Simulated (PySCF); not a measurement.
**Diatomics with 114 electrons**

MP2 in PySCF with def2-SVP on every atom (core potentials on Tl, Bi), for the lowest determinant that a PBE0 search found; no spin–orbit coupling. All have 114 electrons, 8 of them in the valence shells, and the same state, a triplet (π ↑↑). For ions De leads to the atom and ion picked by measured ionisation energies and electron affinities.

```
species  difference of nuclear charges  Re (Å)  ωe (cm⁻¹)  k (mdyn/Å)  De (eV)  dissociates to
   TlAs                             48   2.828        161       0.835     1.21         Tl + As
   GaBi                             52   2.840        166       0.837     1.21         Ga + Bi
  TlSe⁺                             47   3.343       78.8       0.210      n/a        Tl⁺ + Se
  GeBi⁺                             51   2.661        233        1.74      n/a        Ge + Bi⁺
```

Task: Which member of the whole set has the stiffest bond, and how does it compare with the softest?

Result: GeBi⁺ with k = 1.74 mdyn/Å, 8.3 times that of TlSe⁺.

Correlated steps freeze 13 core orbitals. Correlated levels converge slowly with the basis: in double zeta they bind strong bonds too weakly, by up to about 1 eV, and carry superposition errors of some tenths. Spin–orbit coupling is left out, which matters for elements this heavy, above all for dissociation energies. States were picked by a PBE0 search and need not be the measured ground states.
